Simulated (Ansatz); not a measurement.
Total energies of hexafluoro-1,3-butadiene, C4F6.

```csv
atom,x (Å),y (Å),z (Å)
F1,-1.3467,-0.8514,2.5180
C2,-0.5004,-0.2347,1.7399
F3,0.3890,0.4433,2.4132
C4,-0.5513,-0.2801,0.4112
F5,-1.4813,-1.0549,-0.1573
C6,0.3009,0.4798,-0.4804
F7,0.6837,1.6912,-0.0629
C8,0.6954,0.0790,-1.6862
F9,0.4306,-1.0972,-2.1867
F10,1.3799,0.8251,-2.5089
```

The species carries charge 0 and has multiplicity 1. The structure was optimised at the PBE0-D4/def2-TZVP level. It is one conformer, not always the lowest. Basis def2-TZVPP, the Gaussian-basis code of Ansatz.

RPA on PBE orbitals: Hartree–Fock energy of these orbitals -748.19251 Eh, correlation -3.11188 Eh (frozen core).

| functional | energy without D4 (Eh) | D4 term (kJ/mol) |
| --- | --- | --- |
| r2SCAN | -751.39241 | -5.9 |
| B97M-V | -751.50738 | – |
| PBE0 | -750.97344 | -18.9 |
| BHLYP | -751.39932 | -24.7 |
| CAM-B3LYP | -751.50803 | -18.9 |
| LC-ωPBE | -751.27619 | – |
| ωB97X-V | -751.46904 | – |
| ωB97M-V | -751.53785 | – |
| B2PLYP | -751.27124 | – |
| PBE-QIDH | -750.86355 | – |

Problem. Give the same for LDA (SPW92), PBE, revPBE, BLYP, B3LYP, r2SCANh, r2SCAN0, HSE06 (plane-wave form). (Estimate.)

Solution. The calculation gave: 
| functional | energy without D4 (Eh) | D4 term (kJ/mol) |
| --- | --- | --- |
| LDA (SPW92) | -746.58741 | – |
| PBE | -750.98390 | -22.5 |
| revPBE | -751.47441 | -76.1 |
| BLYP | -751.63473 | -50.1 |
| B3LYP | -751.71046 | -35.7 |
| r2SCANh | -751.34785 | -6.2 |
| r2SCAN0 | -751.28393 | -6.7 |
| HSE06 (plane-wave form) | -750.94281 | -17.4 |

B3LYP takes the VWN-RPA correlation (the form of Gaussian; ORCA's B3LYP/G). HSE06 is the plane-wave form, built on full-range PBE exchange. The double hybrids freeze the cores in their second-order part.

LC-ωPBE has ω = 0.4 bohr⁻¹.
